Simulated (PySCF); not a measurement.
**Working out the excitation energy of B+**

B+ [He] 2s2 (1S) → B+ [He] 2s1 3d1 (3D). All numbers are calculated (PySCF 2.14, the spin-free X2C one-electron Hamiltonian (Gaussian nucleus), in aug-cc-pVDZ-DK (4s3p2d, 23 functions)). Frozen: 1s2. Energies in hartree (1 hartree = 27.21139 eV):

```
             part  B+ (lower)  B+ (upper)
              UHF  -24.241840  -23.591632
MP2 opposite-spin   -0.032658    0.000000
    MP2 same-spin    0.000000   -0.001579
```

Problem. What does Hartree-Fock give?

Solution. (-23.591632) − (-24.241840) = 0.650208 hartree = 17.693 eV.

Problem. What do MP2 and SCS-MP2 (6/5 opposite-spin, 1/3 same-spin) give?

Solution. The opposite-spin parts differ by 0.889 eV and the same-spin parts by -0.043 eV. MP2: 17.693 + (0.889) + (-0.043) = 18.539 eV. SCS-MP2: 17.693 + 1.2 × (0.889) + (-0.043)/3 = 18.745 eV.

A double-zeta basis recovers only part of the correlation energy.
